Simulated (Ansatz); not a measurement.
Consider the ligand exchange at the Si–O bond: `[NH2][Cd][O][SiH3]` + `C=C(N)S` → `C=C(N)S[SiH3]` + `[NH2][Cd][OH]`.

Calculated with Ansatz (gas phase, PBE0-D4/def2-TZVP geometries, no zero-point term in ΔE). CCSD(T)/CBS is the MP2 limit (def2-TZVPP, def2-QZVPP) plus CCSD(T) − MP2 in def2-TZVPP, frozen cores. DFT in def2-TZVPP. B3LYP here is the variant with VWN-RPA as its local correlation; programs differ in this. HSE06 is defined as in plane-wave codes. def2 core potentials past Kr. For Cd outer-core shells are correlated without core-valence functions, which leaves a few kJ/mol of doubt a bond. Each species was taken in one conformer, which may not be the lowest.

`[NH2][Cd][O][SiH3]`:

Cartesian coordinates in Å:
```
N 2.837 0.249 -1.007
Cd 0.864 0.173 -0.706
O -1.059 0.076 -0.337
Si -1.987 -0.239 0.953
H 3.127 -0.398 -1.732
H 3.130 1.170 -1.314
H -1.776 0.748 2.055
H -3.422 -0.188 0.559
H -1.714 -1.591 1.530
```

`C=C(N)S`:

Cartesian coordinates in Å:
```
C -0.908 -0.511 0.582
C 0.077 0.173 -0.004
N 1.428 -0.090 0.134
S -0.170 1.630 -0.979
H -0.693 -1.427 1.120
H -1.929 -0.161 0.566
H 1.969 -0.016 -0.714
H 1.640 -0.919 0.667
H -1.414 1.323 -1.373
```

`C=C(N)S[SiH3]`:

```xyz
12

C     2.114    0.099    0.326
C     0.791    0.215    0.436
N     0.053    1.350    0.131
S    -0.191   -1.166    0.956
Si   -1.733   -1.065   -0.531
H     2.599   -0.858    0.447
H     2.729    0.963    0.100
H    -0.678    1.563    0.794
H     0.614    2.159   -0.095
H    -2.468   -2.345   -0.365
H    -1.148   -0.972   -1.890
H    -2.682    0.057   -0.311
```

`[NH2][Cd][OH]`:

```xyz
6

N    -1.318    0.534    0.770
Cd    0.310    0.094   -0.306
O     1.875   -0.089   -1.477
H    -1.128    0.522    1.766
H    -2.066   -0.132    0.615
H     2.326   -0.928   -1.368
```

Task: Is it downhill or uphill in electronic energy at CCSD(T)/CBS, and by how much? (Estimate.)

Result: The calculation gave: Uphill: ΔE = +46.3 kJ/mol.

Task: What do these levels give: PBE-D4, revPBE-D4, PBE0-D4, r2SCAN0-D4, HSE06-D4, CAM-B3LYP-D4, B3LYP, r2SCANh, r2SCAN0, RPA@PBE/def2-TZVPP, SCS-MP2/def2-TZVPP, CCSD/def2-TZVPP? (Estimate.)

Result: Computed: PBE-D4 29.4, revPBE-D4 26.7, PBE0-D4 37.9, r2SCAN0-D4 48.1, HSE06-D4 37.9, CAM-B3LYP-D4 56.0, B3LYP 54.5, r2SCANh 46.9, r2SCAN0 49.5, RPA@PBE/def2-TZVPP 55.9, SCS-MP2/def2-TZVPP 56.5, CCSD/def2-TZVPP 57.7 kJ/mol.

Largest T1 diagnostic among the species: 0.016.

From r2SCAN to r2SCAN0 (25 % exact exchange), in def2-TZVPP and without D4, ΔE moves by +4.4 kJ/mol. Leaving LDA and LC-ωPBE aside and taking each functional with its dispersion term where it has one, the values, not all of them listed here, spread over 32.0 kJ/mol, from revPBE-D4 to BHLYP-D4.
